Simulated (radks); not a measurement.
Results of a calculation; reference values are marked as such.
Problem. Hf VIII, 65 electrons, occupied as [Xe] 4f(5/2: 6, 7/2: 5) (not the ground configuration). Code: a radial shooting solver on a logarithmic mesh with Libxc functionals. Model: Dirac Kohn-Sham, PBE, spin-unpolarised, spherical densities, finite nucleus; Fermi nuclear charge, rms radius 5.347 fm. Some entries of the table are withheld. Estimate them.

orbital,occ.,eigenvalue (eV),<1/r> (bohr^-1)
1s1/2,2,-65299.66,(1)
2s1/2,2,-11264.07,20.31
2p1/2,2,(2),20.28
2p3/2,4,(3),17.23
3s1/2,2,-2665.145,7.449
3p1/2,2,-2443.516,7.365
3p3/2,4,-2188.236,6.580
3d3/2,4,-1812.372,6.470
3d5/2,6,-1756.731,6.282
4s1/2,2,-635.1066,3.141
4p1/2,2,(4),3.033
4p3/2,4,(5),2.762
4d3/2,4,-334.5467,2.554
4d5/2,6,-323.5131,2.489
5s1/2,2,-169.6157,1.279
5p1/2,2,-140.7681,(6)
4f5/2,6,(7),2.075
4f7/2,5,(8),2.050
5p3/2,4,-130.3086,(9)

Solution. 
(1) 1s1/2 <1/r> (bohr^-1): 83.78
(2) 2p1/2 eigenvalue (eV): -10765.01
(3) 2p3/2 eigenvalue (eV): -9573.517
(4) 4p1/2 eigenvalue (eV): -544.0303
(5) 4p3/2 eigenvalue (eV): -484.6667
(6) 5p1/2 <1/r> (bohr^-1): 1.176
(7) 4f5/2 eigenvalue (eV): -136.4440
(8) 4f7/2 eigenvalue (eV): -134.4196
(9) 5p3/2 <1/r> (bohr^-1): 1.090
